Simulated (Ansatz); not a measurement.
Ansatz (a program for electronic structure) input (SVWN5/6-31G*):

Ansatz 0.2 input:
```yaml
crystal:
  periodic: [false, false, false]
  atoms:
    - {symbol: Se, position_ang: [-0.00000000, -0.00000000, -1.69591500]}
    - {symbol: C, position_ang: [0.00000000, 0.00000000, 0.00000000]}
    - {symbol: Se, position_ang: [0.00000000, 0.00000000, 1.69591500]}
basis:
  gaussian:
    orbitals: 6-31G*
hamiltonian:
  xc: {name: SVWN5}
total_charge: 1
magnetization: {spin_polarized: true, initial_magnetization: 1}
output: {forces: true}
```

Output:

```
Functional definition: SVWN5
integrals: 0.03 GiB planned
895 factors; their error is unknown
mean field: 0.23 GiB planned
mean field evaluation 1: about -131500.9261 eV, gradient 5.7e1 eV
mean field evaluation 2: about -131444.4243 eV, gradient 9.5e1 eV
mean field evaluation 4: about -131515.9170 eV, gradient 7.9e0 eV
mean field evaluation 8: about -131516.1660 eV, gradient 2.1e0 eV
mean field evaluation 16: about -131516.1279 eV, gradient 1.0e-4 eV
mean field evaluation 32: about -131516.1279 eV, gradient 1.6e-4 eV
mean field -131516.12787359 eV, -4833.1285545212 hartree, gradient 1.9e-5 eV, S^2 0.756166; 2 other end points of the search recorded, 0 dependent functions left out
the calculation of the forces begins
reference -131516.12790282 eV, -4833.1285555955 hartree; 37, 36 occupied and 48, 49 virtual orbitals, 895 factors
Total energy: -131516.12790282 eV, -4833.1285555955 hartree
Atom 0 at    -0.000000    -0.000000    -1.695915 Å, force    -0.000000     0.000000     0.079905 eV/Å
Atom 1 at     0.000000     0.000000     0.000000 Å, force     0.000000     0.000000    -0.000000 eV/Å
Atom 2 at     0.000000     0.000000     1.695915 Å, force     0.000000    -0.000000    -0.079905 eV/Å
Dipole moment:    -0.000000     0.000000    -0.000000 e Å
```

The dipole moment of an ion depends on the origin.

The geometry given is a B3LYP-D3(BJ)/def2-TZVP minimum.
